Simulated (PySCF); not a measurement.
Dipole moment and polarisability of `CN[SiH](P)P`

Species: CH9NP2Si.
Structure used (GFN2-xTB), in Å, numbered top down from 1:
```xyz
14
CH9NP2Si angstrom
C      2.2135   -0.2750    0.2444
N      1.0870    0.4485   -0.2951
Si    -0.4720    0.3289    0.4195
P     -0.9732   -1.8060    1.0063
P     -1.8537    1.2114   -1.1258
H      2.2183   -1.3266   -0.0619
H      2.1587   -0.2404    1.3298
H      3.1465    0.1890   -0.0767
H      1.1486    0.5516   -1.2976
H     -0.4052    1.0759    1.6901
H     -1.3507   -2.2047   -0.2660
H     -2.2836   -1.5432    1.3644
H     -1.6547    2.5162   -0.7204
H     -2.9802    1.0740   -0.3376
```

Level: B3LYP/def2-SVPD (PySCF), static field, nuclei fixed, core orbitals frozen in the response. The polarisability tensor in these axes (au):

```
x   107.87  -3.85   5.94
y    -3.85 110.04 -14.85
z     5.94 -14.85  95.45
```

**Question.** What are the eigenvalues, a third of the trace, and Δα (Δα² = ½Σ(αi − αj)² over the three pairs)?

**Answer.** Principal values 85.77, 105.39 and 122.20 au; mean 104.45 au = 15.48 Å³ = 17.22 × 10⁻⁴⁰ C²·m²/J; Δα = 31.58 au (30 % of the mean).

**Question.** What is the dipole moment, and where does it point?

**Answer.** (0.45, 0.20, -0.42) D, 0.64 D in size, pointing from the negative to the positive side. Measured along this direction, the outermost atoms are H12 at the negative end and H8 at the positive end.

**Question.** Rayleigh depolarisation ratio (linearly polarised light, static tensor)?

**Answer.** ρ = 3Δα²/(45ᾱ² + 4Δα²) = 2992.3/(490983 + 3989.7) = 0.00605.

**Question.** Form Σ f/ω² (atomic units) for the 8 lowest TDDFT singlets, given as eV and f, and set it beside the mean polarisability, which is this sum over all singlets: 5.26, 0.0045; 5.75, 0.0083; 5.84, 0.0296; 6.05, 0.0683; 6.09, 0.0080; 6.27, 0.0317; 6.30, 0.0414; 6.50, 0.0162.

**Answer.** They add up to 4.14 au, 4.0 % of the 104.45 au; the largest single term is 1.38 au, from the state at 6.05 eV. Terms in order: 0.12, 0.19, 0.64, 1.38, 0.16, 0.60, 0.77, 0.28 au. Higher excitations give the rest. The strengths listed sum to 0.208.

**Question.** Find the Langevin capture rate constant for H3O+ (19.018 u) meeting this molecule (124.998 u), k = 2.342 × 10⁻⁹ cm³/s × √(α in Å³ / reduced mass in u).

**Answer.** The reduced mass is 16.51 u, so k = 2.27 × 10⁻⁹ cm³/s. The formula leaves out the permanent dipole, which adds to the capture rate.

**Question.** Estimate the molar refractivity from the static electronic polarisability.

**Answer.** Lorentz–Lorenz: R = (4π/3)N_A α = 2.5225 cm³/(mol·Å³) × 15.48 Å³ = 39.0 cm³/mol, in the limit of long wavelengths.

Isolated species at its GFN2-xTB geometry (one conformer only).

These values come from a run that also computed excited states. On Intel Xeon at 2.50 GHz, one thread, on a shared host, this took 73 s wall, 58 s CPU and 0.74 GiB of memory at its peak.
